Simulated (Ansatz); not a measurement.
`CCCBO` + `C/C=[N]\[GeH3]` → `OB/C=[N]/[GeH3]` + `CCCC`  (formal exchange of groups at a B–C bond)

Isolated molecules relaxed with PBE0-D4/def2-TZVP in Ansatz; ΔE leaves out vibrations. CCSD(T)/CBS is the MP2 limit (def2-TZVPP, def2-QZVPP) plus CCSD(T) − MP2 in def2-TZVPP, frozen cores. Double bonds are as drawn, so ΔE can hold a change between cis and trans. DFT in def2-TZVPP. For Ge outer-core shells are correlated without core-valence functions, which leaves a few kJ/mol of doubt a bond. Scalar relativity is left out up to krypton. Each species was taken in one conformer, which may not be the lowest.

`CCCBO`:

```xyz
14

C     0.945   -1.717    0.104
C     0.645   -0.236   -0.053
C    -0.833    0.104    0.094
B    -1.239    1.612   -0.052
O    -0.346    2.600   -0.297
H     0.631   -2.076    1.088
H     2.011   -1.930   -0.006
H     0.407   -2.305   -0.645
H     1.005    0.096   -1.035
H     1.228    0.324    0.691
H    -1.426   -0.471   -0.633
H    -1.206   -0.247    1.067
H    -2.381    1.967    0.048
H     0.558    2.278   -0.371
```

`C/C=[N]\[GeH3]`:

Z-matrix (Å, degrees):
```
C
C 1 1.496
H 1 1.095 2 109.7
H 1 1.094 2 109.8 3 116.8
H 1 1.091 2 112.9 3 -121.6
N 2 1.260 1 129.7 3 121.2
H 2 1.102 1 113.6 3 -58.8
Ge 6 1.863 2 122.9 1 -0.0
H 8 1.542 6 111.3 2 -59.8
H 8 1.542 6 111.0 2 62.0
H 8 1.532 6 105.8 2 -179.0
```

`OB/C=[N]/[GeH3]`:

```xyz
11

O     1.312    1.258    2.283
B     0.236    1.208    1.467
C     0.262    0.128    0.322
N    -0.723    0.032   -0.477
Ge   -0.692   -1.249   -1.833
H     1.248    1.932    2.964
H    -0.695    1.949    1.606
H     1.151   -0.529    0.242
H     0.625   -2.057   -1.775
H    -1.906   -2.166   -1.628
H    -0.817   -0.506   -3.171
```

`CCCC`:

Z-matrix (Å, degrees):
```
C
C 1 1.519
H 1 1.094 2 111.1
H 1 1.092 2 111.7 3 120.2
H 1 1.094 2 111.1 3 -119.5
C 2 1.520 1 113.1 3 59.7
H 2 1.096 1 109.7 3 -62.3
H 2 1.096 1 109.7 3 -178.2
C 6 1.519 2 113.1 1 179.9
H 6 1.096 2 109.1 1 57.5
H 6 1.097 2 109.1 1 -57.7
H 9 1.094 6 111.1 2 59.7
H 9 1.094 6 111.1 2 -59.8
H 9 1.092 6 111.7 2 180.0
```

```csv
level,ΔE (kcal/mol),difference from CCSD(T)/CBS
PBE-D4,3.7,1.1
PBE0-D4,3.8,1.2
ωB97X-V,3.1,0.5
B2PLYP,2.0,-0.6
PBE,3.2,0.6
r2SCAN,4.0,1.4
PBE0,3.4,0.8
HF/def2-TZVPP,1.0,-1.6
SCS-MP2/def2-TZVPP,1.7,-0.9
CCSD/def2-TZVPP,2.0,-0.6
CCSD(T)/def2-TZVPP,2.1,-0.5
MP2/def2-QZVPP,2.9,0.3
SCS-MP2/def2-QZVPP,2.0,-0.6
HF/CBS(def2),1.0,-1.6
MP2/CBS(def2),3.1,0.5
CCSD/CBS(def2),2.5,-0.1
CCSD(T)/CBS,2.6,0
```

Largest T1 diagnostic among the species: 0.014.

The D4 term adds +0.8 kcal/mol with B3LYP and +0.4 kcal/mol with PBE0; it sums over pairs of atoms, weighted by their polarisabilities, and B3LYP, whose exchange is more repulsive, gets the larger term. In def2-TZVPP, CCSD(T) changes the Hartree–Fock value by +1.2 kcal/mol (the triples alone add +0.1 kcal/mol) and MP2 by +1.7 kcal/mol.

B3LYP here is the variant with VWN-RPA as its local correlation; programs differ in this.
